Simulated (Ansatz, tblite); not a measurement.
Removing and adding an electron: H12Au13⁺ (relaxed from a model of Au13(H)12, whose bonding it doesn't keep). Charge 1, multiplicity 1. Geometry: PBE-D4/def2-SVP. Ansatz, gas phase; energy differences of separate SCF runs; the oxidised species was run as a doublet alone; the reduced species was run as a doublet alone.

| atom | x (Å) | y (Å) | z (Å) |
| --- | --- | --- | --- |
| Au1 | 0.299 | -0.617 | 0.097 |
| Au2 | 0.416 | -0.652 | -2.941 |
| Au3 | 0.635 | -3.117 | 1.388 |
| Au4 | 1.588 | 2.696 | -0.167 |
| Au5 | -1.064 | 1.443 | 1.903 |
| Au6 | 3.443 | 1.033 | 1.082 |
| Au7 | 2.794 | -1.569 | 1.497 |
| Au8 | -1.183 | 2.223 | -0.733 |
| Au9 | -3.534 | -1.550 | -0.626 |
| Au10 | -1.849 | -1.564 | 1.463 |
| Au11 | 0.366 | -0.560 | 2.965 |
| Au12 | -2.178 | 0.160 | -2.288 |
| Au13 | 2.557 | 0.087 | -1.358 |
| H14 | -1.209 | -0.879 | -3.472 |
| H15 | 1.439 | -4.413 | 1.838 |
| H16 | 0.252 | 3.317 | -1.016 |
| H17 | -1.742 | 2.728 | 1.090 |
| H18 | 3.213 | 2.648 | 0.554 |
| H19 | 4.141 | -0.526 | 1.670 |
| H20 | -2.682 | 1.318 | -1.011 |
| H21 | -3.641 | -1.003 | -2.252 |
| H22 | -3.477 | -2.149 | 1.056 |
| H23 | 0.339 | 0.015 | 4.456 |
| H24 | -1.107 | 1.634 | -2.366 |
| H25 | 2.185 | -0.706 | -2.831 |

In the def2 sets Au takes a core potential; there is no spin–orbit coupling. The xTB rows come from tblite. Correlated methods freeze no core orbitals; core or outer-core shells of Au are correlated, in sets that lack core-valence functions. Single mean-field runs in def2-TZVP are fitted with def2-universal-jkfit.

| level | −HOMO (eV) | vertical IE (eV) | −LUMO (eV) | vertical EA (eV) | HOMO–LUMO gap (eV) | IE − EA (eV) |
| --- | --- | --- | --- | --- | --- | --- |
| GFN1-xTB | 15.06 | 16.76 | 14.05 | 12.28 | 1.01 | 4.48 |
| GFN2-xTB | 13.01 | 14.75 | 11.61 | 9.79 | 1.40 | 4.97 |
| PBE-D4/def2-TZVP | 9.18 | 10.94 | 7.72 | 6.19 | 1.46 | 4.74 |
| PBE0-D4/def2-TZVP | 9.91 | 11.11 | 7.19 | 6.17 | 2.72 | 4.95 |
| PBE-QIDH/def2-TZVP | – | 11.30 | – | 6.15 | – | 5.14 |

 Raw xTB energy differences between charge states are shifted by several eV; the methods need an empirical correction for them.
